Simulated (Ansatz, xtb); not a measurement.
## Relative energy of two isomers of CH10OSi4

We compare a, `O=C[SiH2][SiH]([SiH3])[SiH3]`, a singlet, with b, `O=C[Si]([SiH3])([SiH3])[SiH3]`, a singlet. Both are isolated molecules in the gas phase, relaxed with PBE-D3(BJ)/def2-SVP; the shapes shown needn't be the lowest conformers.

a (Å):

```xyz
16

C    -1.0963    1.9077   -1.2803
O    -1.9259    1.0296   -1.1093
Si    0.7046    1.4855   -1.9103
Si    1.0399   -0.7331   -1.2203
Si   -0.9505   -1.9381   -1.6154
Si    1.4866   -0.6989    1.0879
H    -1.3769    2.9921   -1.0861
H     0.6676    1.6261   -3.4124
H     1.6828    2.4987   -1.3720
H     2.1972   -1.3378   -1.9748
H    -1.8798   -1.8152   -0.4436
H    -0.5764   -3.3918   -1.7707
H    -1.6267   -1.4916   -2.8810
H     2.7857    0.0048    1.3801
H     1.5514   -2.0944    1.6489
H     0.3708    0.0459    1.7725
```

b (Å):

```xyz
16

C     0.2436   -2.0890    1.4598
O    -0.6757   -2.2764    2.2352
Si    0.2334   -0.5840    0.2065
Si    2.1410    0.7439    0.5881
Si   -1.7900    0.5167    0.6653
Si    0.3727   -1.4214   -1.9905
H     1.1383   -2.7907    1.4444
H     3.3792   -0.1079    0.4860
H     2.0879    1.3673    1.9568
H     2.2171    1.8348   -0.4464
H    -1.8042    0.9746    2.0971
H    -1.9344    1.7177   -0.2312
H    -2.9426   -0.4159    0.4173
H     1.6114   -2.2662   -2.1351
H     0.4501   -0.2771   -2.9655
H    -0.8330   -2.2620   -2.3138
```

**Question.** Estimate which is lower in electronic energy at CCSD(T)/def2-SVP + ΔMP2/def2-TZVPP, and by roughly how much.

**Answer.** CCSD(T)/def2-SVP + ΔMP2/def2-TZVPP gives E(b) − E(a) = −0.32 kcal/mol, slightly favouring structure b, which is too small a margin to settle the true order.

Level by level:

```csv
level,geometry,E(b) − E(a) (kcal/mol),departure from the last row (kcal/mol),"job, with rough time for the two"
PBE-D3(BJ)/def2-SVP,PBE-D3(BJ)/def2-SVP,−0.34,−0.02,"optimisation, 1.9 min"
HF/def2-SVP,PBE-D3(BJ)/def2-SVP,+0.31,+0.63,part of the CCSD(T) run
MP2/def2-SVP,PBE-D3(BJ)/def2-SVP,−0.09,+0.23,part of the CCSD(T) run
CCSD(T)/def2-SVP,PBE-D3(BJ)/def2-SVP,+0.05,+0.38,single point
CCSD(T)/def2-SVP + ΔMP2/def2-TZVPP,PBE-D3(BJ)/def2-SVP,−0.32,,"single point, 1.9 min"
```

As drawn, both hold the same kinds of bond in the same numbers.

The largest departure from CCSD(T)/def2-SVP + ΔMP2/def2-TZVPP is that of HF/def2-SVP, 0.63 kcal/mol. Levels run at GFN2-xTB geometries aren't shown. The last row adds to CCSD(T) the change of the MP2 difference between the two basis sets, here −0.38 kcal/mol.

With thermal terms from frequencies at re-optimised GFN2-xTB minima (ideal gas, soft modes damped towards free rotors, one conformer each, 298.15 K, 1 atm): on the last row, ΔE + ΔZPE = −0.84, ΔH = −0.25, ΔG = −2.00 kcal/mol.

The correlated steps freeze 22 core orbitals. Run with Ansatz 0.2.0, xtb 6.7.1; the last row on 2 threads of Arm Neoverse V2 on a shared host.
